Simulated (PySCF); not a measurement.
## Frontier levels across methods

Species: C8H16.
Structure used (PBE0-D3(BJ)/def2-SVP), in Å, numbered top down from 1:
```
atom  x, y, z in Å
C1    -2.9022    0.3187    0.2098
C2    -1.8120   -0.4412   -0.5299
C3    -0.4109   -0.3020    0.0642
C4     0.5726   -1.2617   -0.6078
C5     1.9817   -1.1482   -0.0371
C6     2.4988    0.2841   -0.1110
C7     1.5340    1.2500    0.5672
C8     0.1250    1.1298   -0.0045
H9    -3.8908    0.1341   -0.2372
H10   -2.9539    0.0121    1.2671
H11   -2.7348    1.4064    0.1902
H12   -1.7826   -0.1164   -1.5860
H13   -2.0726   -1.5136   -0.5565
H14   -0.4690   -0.5828    1.1351
H15    0.2038   -2.2972   -0.5169
H16    0.5980   -1.0385   -1.6911
H17    1.9712   -1.4745    1.0187
H18    2.6646   -1.8335   -0.5650
H19    2.6149    0.5732   -1.1714
H20    3.5011    0.3570    0.3416
H21    1.5044    1.0309    1.6500
H22    1.8957    2.2869    0.4730
H23    0.1312    1.4505   -1.0636
H24   -0.5530    1.8198    0.5225
```

Basis pcSseg-1 throughout (PySCF), one geometry. Isolated species at its PBE0-D3(BJ)/def2-SVP geometry (one conformer only).

Q: How do the orbital energies, the gap and the dipole change with the method?

A: 
```json
{"method": "BLYP", "kind": "GGA", "HOMO (eV)": "-6.81", "LUMO (eV)": "0.68", "gap (eV)": "7.49", "μ (D)": "0.04", "SCF cycles": "14"}
{"method": "B97-D", "kind": "GGA", "HOMO (eV)": "-6.91", "LUMO (eV)": "0.82", "gap (eV)": "7.73", "μ (D)": "0.04", "SCF cycles": "14"}
{"method": "LDA", "kind": "LDA", "HOMO (eV)": "-6.97", "LUMO (eV)": "0.46", "gap (eV)": "7.43", "μ (D)": "0.04", "SCF cycles": "14"}
{"method": "B97-2", "kind": "global hybrid", "HOMO (eV)": "-7.98", "LUMO (eV)": "1.53", "gap (eV)": "9.51", "μ (D)": "0.04", "SCF cycles": "12"}
{"method": "PBE0", "kind": "global hybrid", "HOMO (eV)": "-8.22", "LUMO (eV)": "1.50", "gap (eV)": "9.72", "μ (D)": "0.04", "SCF cycles": "12"}
{"method": "BHandHLYP", "kind": "global hybrid", "HOMO (eV)": "-9.49", "LUMO (eV)": "2.20", "gap (eV)": "11.70", "μ (D)": "0.04", "SCF cycles": "12"}
{"method": "CAM-B3LYP", "kind": "range-separated hybrid", "HOMO (eV)": "-9.61", "LUMO (eV)": "2.35", "gap (eV)": "11.96", "μ (D)": "0.04", "SCF cycles": "12"}
{"method": "wB97X-D", "kind": "range-separated hybrid", "HOMO (eV)": "-10.09", "LUMO (eV)": "3.31", "gap (eV)": "13.40", "μ (D)": "0.04", "SCF cycles": "12"}
```

The HOMO spans 3.28 eV, from BLYP down to wB97X-D, and the gap runs from 7.43 eV (LDA) to 13.40 eV (wB97X-D). Over the methods BLYP (0 %), B97-D (0 %), LDA (0 %), B97-2 (21 %), PBE0 (25 %), BHandHLYP (50 %), a straight line through the gap against the share of exact exchange rises by 0.84 eV for each 10 % (correlation coefficient 0.997). The dipole ranges from 0.04 D (B97-D) to 0.04 D (LDA). This basis has no diffuse functions.

The vertical ΔSCF ionisation energy at B3LYP/def2-SVPD is 9.92 eV; −ε(HOMO) comes closest to it with wB97X-D (10.09 eV).
